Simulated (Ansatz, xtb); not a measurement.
# Two isomers of C3H9PSSi2

We compare X, `C=C[Si@]1(P)C[SiH2]S1`, a singlet, with Y, `C#C[SiH2]S[Si@H](C)P`, a singlet. Both are isolated molecules in the gas phase, relaxed with PBE0-D3(BJ)/def2-SVP; each stands in its lowest conformer found.

X (Å):

```yaml
atoms:
  - { symbol: C, position_ang: [-1.5427, -1.7110, 0.3279] }
  - { symbol: C, position_ang: [-0.9005, -0.5692, 0.5994] }
  - { symbol: C, position_ang: [0.4431, 1.3043, -1.5604] }
  - { symbol: P, position_ang: [2.1788, 0.5321, 1.3282] }
  - { symbol: S, position_ang: [1.3186, -1.5602, -1.6784] }
  - { symbol: Si, position_ang: [0.6732, -0.0475, -0.2523] }
  - { symbol: Si, position_ang: [0.8296, 0.1097, -2.9708] }
  - { symbol: H, position_ang: [-2.4668, -1.9952, 0.8434] }
  - { symbol: H, position_ang: [-1.1617, -2.4080, -0.4279] }
  - { symbol: H, position_ang: [-1.3125, 0.1014, 1.3666] }
  - { symbol: H, position_ang: [2.3992, -0.8193, 1.7349] }
  - { symbol: H, position_ang: [3.2688, 0.5359, 0.4053] }
  - { symbol: H, position_ang: [-0.5702, 1.7322, -1.5818] }
  - { symbol: H, position_ang: [1.1759, 2.1219, -1.4793] }
  - { symbol: H, position_ang: [1.9891, 0.5083, -3.8229] }
  - { symbol: H, position_ang: [-0.3367, -0.1869, -3.8538] }
```

Y (Å):

```yaml
atoms:
  - { symbol: C, position_ang: [2.6949, -0.1219, 1.1259] }
  - { symbol: C, position_ang: [1.8148, 0.5275, 1.6605] }
  - { symbol: C, position_ang: [-2.1700, 2.8003, -1.3582] }
  - { symbol: P, position_ang: [-0.1882, 0.1288, -1.9122] }
  - { symbol: S, position_ang: [-1.3791, 1.2711, 1.4103] }
  - { symbol: Si, position_ang: [0.4809, 1.5176, 2.4403] }
  - { symbol: Si, position_ang: [-0.7469, 1.8667, -0.5791] }
  - { symbol: H, position_ang: [3.4758, -0.6950, 0.6574] }
  - { symbol: H, position_ang: [0.2551, 1.0385, 3.8311] }
  - { symbol: H, position_ang: [0.9121, 2.9444, 2.4437] }
  - { symbol: H, position_ang: [0.4612, 2.7361, -0.4278] }
  - { symbol: H, position_ang: [-1.8994, 3.1287, -2.3738] }
  - { symbol: H, position_ang: [-3.0608, 2.1574, -1.4282] }
  - { symbol: H, position_ang: [-2.4280, 3.6837, -0.7553] }
  - { symbol: H, position_ang: [0.5930, -0.5078, -0.9022] }
  - { symbol: H, position_ang: [-1.3771, -0.5943, -1.5851] }
```

Quicker runs give these differences E(Y) − E(X): GFN2-xTB +0.475 eV; HF/STO-3G +1.087 eV (at GFN2-xTB geometries); r2SCAN-D4/def2-SVP +1.292 eV (at GFN2-xTB geometries).

Q: Estimate E(Y) − E(X) at the level CCSD(T)/def2-SVP + ΔMP2/def2-TZVPP.

A: Calculated at CCSD(T)/def2-SVP + ΔMP2/def2-TZVPP: E(Y) − E(X) = +1.147 eV, so structure X lies lower.

Level by level:

```
                             level              geometry  E(Y) − E(X) (eV)  departure from the last row (eV)  job, with rough time for the two
                          GFN2-xTB              GFN2-xTB              +0.475                            −0.672                 optimisation, 1 s
                         HF/STO-3G              GFN2-xTB              +1.087                            −0.061              single point, 0.86 s
                r2SCAN-D4/def2-SVP              GFN2-xTB              +1.292                            +0.144               single point, 6.9 s
              PBE0-D3(BJ)/def2-SVP  PBE0-D3(BJ)/def2-SVP              +1.471                            +0.324             optimisation, 2.1 min
                       HF/def2-SVP  PBE0-D3(BJ)/def2-SVP              +1.018                            −0.130           part of the CCSD(T) run
                      MP2/def2-SVP  PBE0-D3(BJ)/def2-SVP              +1.089                            −0.058           part of the CCSD(T) run
                  CCSD(T)/def2-SVP  PBE0-D3(BJ)/def2-SVP              +1.114                            −0.033                      single point
CCSD(T)/def2-SVP + ΔMP2/def2-TZVPP  PBE0-D3(BJ)/def2-SVP              +1.147                                               single point, 1.7 min
```

As drawn, Y has 1 C≡C, 1 Si–H in place of 1 C=C, 1 C–Si, 1 C–H. Structure X has a 4-membered ring, Y no ring.

The levels shown agree on the order. The largest departure from CCSD(T)/def2-SVP + ΔMP2/def2-TZVPP is that of GFN2-xTB, 0.672 eV. A small imaginary or near-zero mode remains, so no thermal terms are given. The last row adds to CCSD(T) the change of the MP2 difference between the two basis sets, here +0.033 eV.

The correlated steps freeze 23 core orbitals. Programs: Ansatz 0.2.0, xtb 6.7.1; the last row on 4 threads of Arm Neoverse V1 on a shared host.
